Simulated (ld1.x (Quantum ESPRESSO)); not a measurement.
# An all-electron radial function and its pseudo partner (niobium)

Columns: radius, all-electron u(r) and pseudo u(r) of the 4d shell (level -9.30 eV) of niobium in the configuration [Ar] 3d10 4s2 4p6 4d4 5s0 5p0; PBEsol, scalar-relativistic, TM semilocal scheme, ld1.x (Quantum ESPRESSO) 7.5.

```tsv
r (bohr)	all-electron	pseudo
0.108	0.1275	-0.0018
0.215	0.3005	-0.0139
0.322	0.3108	-0.0444
0.430	0.1947	-0.0982
0.538	0.0247	-0.1745
0.645	-0.1501	-0.2670
0.752	-0.3078	-0.3679
0.860	-0.4401	-0.4681
0.968	-0.5433	-0.5573
1.075	-0.6185	-0.6287
1.182	-0.6701	-0.6801
1.290	-0.7025	-0.7123
1.398	-0.7190	-0.7274
1.505	-0.7232	-0.7292
1.612	-0.7182	-0.7217
1.720	-0.7061	-0.7077
1.828	-0.6889	-0.6894
1.935	-0.6682	-0.6683
2.042	-0.6450	-0.6450
2.150	-0.6200	-0.6200
2.258	-0.5939	-0.5939
2.365	-0.5677	-0.5677
2.472	-0.5413	-0.5413
2.580	-0.5149	-0.5149
2.688	-0.4889	-0.4889
2.795	-0.4637	-0.4637
```

**Question.** How many radial nodes do the two functions have?

**Answer.** The all-electron 4d function has n − l − 1 = 1; the pseudo-wave has 0, since the states of the same l below it are removed with the core.

**Question.** At about which radius was the pseudo-wave matched?

**Answer.** 2.15 bohr. The columns agree to 0.0005 from 1.94 bohr on; several derivatives are matched, so the curves merge somewhat inside the radius.

**Question.** Is the pseudo-wave norm-conserving?

**Answer.** Yes: the TM semilocal scheme keeps the norm inside the radius equal to the all-electron one, which fixes the energy derivative of the logarithmic derivative at the level.
